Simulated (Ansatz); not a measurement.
Input file for Ansatz (a first-principles code): R-SVWN5/def2-TZVPP on H5NSi2 (SMILES N[Si][SiH3]), a point of a torsion scan.

Ansatz 0.2 input:
```yaml
crystal:
  periodic: [false, false, false]
  atoms:
    - {symbol: N, position_ang: [1.73785927, -0.25219443, 0.07395707]}
    - {symbol: Si, position_ang: [1.20087313, -0.44643360, 1.69626940]}
    - {symbol: Si, position_ang: [0.93430272, 1.65696690, 2.55448688]}
    - {symbol: H, position_ang: [1.90430505, 0.61869764, -0.40937543]}
    - {symbol: H, position_ang: [1.92961484, -1.03597951, -0.52751122]}
    - {symbol: H, position_ang: [1.76207967, 1.68450054, 3.77715853]}
    - {symbol: H, position_ang: [1.13385053, 3.00153668, 1.98058756]}
    - {symbol: H, position_ang: [-0.45780348, 1.70154492, 3.04543538]}
basis:
  gaussian:
    orbitals: def2-TZVPP
hamiltonian:
  xc: {name: SVWN5}
scf: {lower_state_search: off}
```

The log:

```
WARN ansatz: RAYON_NUM_THREADS=1 ignored (pool sized by the plan → 1); use --threads N
Functional definition: SVWN5
these checks for a lower state are left out or cut short: stability, starts, cluster_reference, orbital_swaps, neighbouring_geometries, increment
integrals: 0.09 GiB planned
1026 factors; their error is unknown
mean field: 0.64 GiB planned
mean field evaluation 1: about -17240.4619 eV, gradient 7.4e1 eV
mean field evaluation 2: about -17188.8229 eV, gradient 1.4e2 eV
mean field evaluation 4: about -17250.8410 eV, gradient 1.2e1 eV
mean field evaluation 8: about -17251.2565 eV, gradient 9.1e-2 eV
mean field evaluation 16: about -17251.2234 eV, gradient 3.4e-5 eV
mean field -17251.22341634 eV, -633.9707672513 hartree, gradient 6.7e-6 eV, S^2 0.000000; 0 other end points of the search recorded, 0 dependent functions left out
reference -17251.22345402 eV, -633.9707686359 hartree; 20, 20 occupied and 165, 165 virtual orbitals, 1026 factors
Total energy: -17251.22345402 eV, -633.9707686359 hartree
Checks for a lower state left out: stability, starts, cluster_reference, orbital_swaps, neighbouring_geometries, increment
```

The calculation finished and met its thresholds.

Cost: around 1.2 core-seconds (rough).
